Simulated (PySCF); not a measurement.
Results of a calculation; reference values are marked as such.
# Si2BH6O(-)

The system: Si2BH6O(-), a small molecule (built as: end group O-); charge -1, singlet. The structure, one conformer, was relaxed in the gas phase by PBE0-D3(BJ)/def2-SVP. No frequency run checks that it is a minimum.

SMILES: [O-]B([SiH3])[SiH3]

```csv
atom,x (Å),y (Å),z (Å)
Si1,1.429,-0.975,0.332
B2,-0.536,-0.390,0.818
Si3,-1.275,1.055,-0.524
O4,-1.185,-0.845,1.806
H5,2.037,-2.075,1.179
H6,1.623,-1.472,-1.089
H7,2.458,0.139,0.411
H8,-0.498,2.359,-0.533
H9,-1.222,0.655,-1.988
H10,-2.710,1.502,-0.330
```

Shieldings: GIAO PBE0/aug-pcSseg-2.  Core levels by delta-SCF with SCAN, aug-pcX-2 on the ionised atom and aug-pcseg-1 elsewhere, spin-free X2C (2p3/2 is the spin-free 2p value less a third of a first-order spin-orbit splitting); from the vacuum level, for chosen atoms.

(1) Give the shieldings and core levels atom by atom.

(2) By CAM-B3LYP/def2-SVPD (TDDFT singlets, Tamm-Dancoff triplets, ionisation by delta-SCF), where does absorption start, and what does vertical ionisation take?

Answers

(1) 
```
    atoms   bonded to  σ (ppm)  δ (ppm)  core level (eV)
  Si1 Si3   1 B + 3 H    491.1        -     2p3/2 101.52
       B2  1 O + 2 Si     61.3        -        1s 190.31
       O4         1 B   -285.4        -        1s 530.66
 H5 H6 H7        1 Si    28.25        -                -
H8 H9 H10        1 Si    28.25        -                -
```

Values are those of this one static structure, with the three H of a rotating XH3 group averaged; atoms that internal rotation interchanges would show their mean in an NMR spectrum.

The core-hole state of B2 is spin-contaminated (⟨S²⟩ 0.82 against 0.75 for a pure doublet), so that value and differences from it are less sure.

(2) The first singlet with intensity lies at 4.08 eV (f 0.004); what lies below it is dark. The lowest singlet lies at 3.31 eV (f 0.000), the strongest of the first 6 at 5.08 eV (f 0.178), the lowest triplet at 2.79 eV; vertical ionisation takes 2.76 eV.

Excited states of gas-phase anions may lie above the detachment limit and hang on the basis.

The 3 runs behind this took 94 s in all, one thread each of Intel Xeon Platinum 8488C on a shared host, launched as `OMP_NUM_THREADS=1 python cluster_run.py task.json out`.
